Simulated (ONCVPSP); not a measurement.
gold (Au), ONCV: configuration errors across variants

```json
{
  "Element": "gold (Au)",
  "Generator": "ONCVPSP 4.0.1",
  "Type": "optimised norm-conserving Vanderbilt (ONCV)",
  "Functional": "PW91",
  "Relativity": "scalar-relativistic",
  "Frozen core": "[Kr] 4d10 4f14",
  "Valence charge": "19",
  "Reference configuration": "5s2 5p6 5d9 (charge +2)",
  "Partial waves": "5s: rc 1.45 bohr, ncon 4, nbas 7, qcut 10.3 1/bohr, 3 projectors, debl 3.3 Ha; 5p: rc 1.80 bohr, ncon 4, nbas 7, qcut 8.8 1/bohr, 2 projectors, debl 1.7 Ha; 5d: rc 1.60 bohr, ncon 4, nbas 8, qcut 8.8 1/bohr, 1 projector",
  "Local potential": "polynomial inside 1.25 bohr (lpopt 5, dvloc0 -1 Ha)",
  "Core correction": "Teter function fitted to the true core (icmod 2), fcfact 0.55"
}
```

In the s channel the program set the typed energies aside and used -4.783, 0.050, 3.350 Ha. In the p channel the program set the typed energies aside and used -2.991, 0.250 Ha.

All-electron excitation energies from the reference (eV): (1) 5s2 5p6 5d10 6s1 -30.777; (2) 5s2 5p6 5d10 -21.286; (3) 5s2 5p6 5d8 33.958; (4) 5s2 5p6 5d7 81.753.

Errors AE − PS in meV (a dash: test not solved or not reliable):

```tsv
change	(1)	(2)	(3)	(4)	bound ghosts	GHOST(+) flags above zero
base	+9.9	+5.5	-4.2	-5.7	none	s
s: qcut 10.6; p: qcut 9; d: qcut 9	+10.0	+5.5	-4.3	-5.7	none	s
d: ncon 3, nbas 7	+10.0	+5.5	-4.2	-5.6	none	s
local potential polynomial inside 1.25 bohr (lpopt 5, dvloc0 0.5 Ha)	+9.7	+5.3	-4.7	-7.5	none	s
d: rc 1.45, qcut 9.7	+9.6	+5.2	-4.3	-5.7	none	s
p: qcut 11.6	+9.8	+5.4	-4.6	-8.1	none	s
```

Give the same row for: all radii but the core radius scaled by about 1.34 (s 1.94, p 2.42, d 2.14 bohr); local potential polynomial inside 1.68 bohr (lpopt 5, dvloc0 -1 Ha).

+9.4, +5.0, -4.7, -7.5; bound ghosts: none; GHOST(+) flags above zero: s.
